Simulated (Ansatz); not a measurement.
A run for Ansatz (an electronic-structure program): R-PBE/def2-TZVPPD on HF (SMILES F). Files ending in .json are basis or fitting sets from the Basis Set Exchange.

Ansatz 0.2 input:
```yaml
crystal:
  periodic: [false, false, false]
  atoms:
    - {symbol: F, position_ang: [0.28764885, -0.34802433, 3.87962579]}
    - {symbol: H, position_ang: [0.09128515, -0.35689835, 2.96177547]}
basis:
  gaussian:
    orbitals: def2-TZVPPD.json
hamiltonian:
  xc: {name: PBE}
scf: {lower_state_search: off}
```

Program output:

```
WARN ansatz: RAYON_NUM_THREADS=1 ignored (pool sized by the plan → 1); use --threads N
Functional definition: PBE
these checks for a lower state are left out or cut short: stability, starts, cluster_reference, orbital_swaps, neighbouring_geometries, increment
integrals: 0.00 GiB planned
256 factors; their error is unknown
mean field: 0.08 GiB planned
mean field evaluation 1: about -2730.2675 eV, gradient 3.5e1 eV
mean field evaluation 2: about -2723.9276 eV, gradient 7.6e1 eV
mean field evaluation 4: about -2731.9324 eV, gradient 5.0e-1 eV
mean field evaluation 8: about -2731.9313 eV, gradient 1.3e-1 eV
mean field -2731.93133558 eV, -100.3966248128 hartree, gradient 2.8e-6 eV, S^2 0.000000; 0 other end points of the search recorded, 0 dependent functions left out
reference -2731.93137333 eV, -100.3966262003 hartree; 5, 5 occupied and 52, 52 virtual orbitals, 256 factors
Total energy: -2731.93137333 eV, -100.3966262003 hartree
Checks for a lower state left out: stability, starts, cluster_reference, orbital_swaps, neighbouring_geometries, increment
```

The calculation finished and met its thresholds.

Cost: about 0.15 core-seconds (a rough figure).
